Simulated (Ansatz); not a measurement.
Relaxation of H5O2SbSi (9 atoms, charge 0, multiplicity 1), to a largest force component of 0.015 eV/Å in at most 40 steps.

These are results of RKS PBE0-D4/def2-SVP in Ansatz 0.2.0, not measurements.

```xyz
9
Properties=species:S:1:pos:R:3
O -0.337 1.032 -1.338
Si 0.535 0.433 -0.055
O 1.941 -0.271 -0.687
Sb -0.737 -1.307 1.148
H -1.192 1.443 -0.936
H 0.887 1.531 0.880
H 2.473 -0.614 0.131
H -1.257 -2.037 -0.379
H -2.224 -0.256 1.220
```

Where does it end, and by what steps?

The forces met the threshold. After 23 steps the energy has fallen by 0.628 eV; H7 moved furthest, 1.06 Å.

```tsv
step	energy less start (eV)	largest force component (eV/Å)	accepted
0	0.0000	2.682	yes
1	-0.2327	1.818	yes
2	-0.3915	0.951	yes
3	-0.4871	0.498	yes
4	-0.5087	0.567	yes
5	-0.5214	0.207	yes
6	-0.5408	0.221	yes
7	-0.4121	2.362	no
8	-0.5509	0.182	yes
9	-0.5443	0.982	no
10	-0.5611	0.180	yes
11	-0.5688	0.192	yes
12	-0.5791	0.430	yes
13	-0.5979	0.231	yes
14	-0.6046	0.261	yes
15	-0.5706	1.566	no
16	-0.6097	0.228	yes
17	-0.6185	0.553	yes
18	-0.6248	0.206	yes
19	-0.6197	0.403	no
20	-0.6276	0.042	yes
21	-0.6277	0.033	yes
22	-0.6279	0.017	yes
23	-0.6280	0.010	yes
```

```xyz
9
Properties=species:S:1:pos:R:3
O -0.202 1.330 -0.962
Si 0.520 0.405 0.218
O 1.786 -0.504 -0.370
Sb -1.016 -1.382 1.253
H -0.734 0.854 -1.607
H 0.994 1.409 1.213
H 2.528 -0.014 -0.741
H -1.469 -1.881 -0.328
H -2.318 -0.262 1.306
```

The run took 54 s on 2 threads of AMD EPYC 7B13 (Zen 3), on a shared host, peak memory 0.24 GiB.
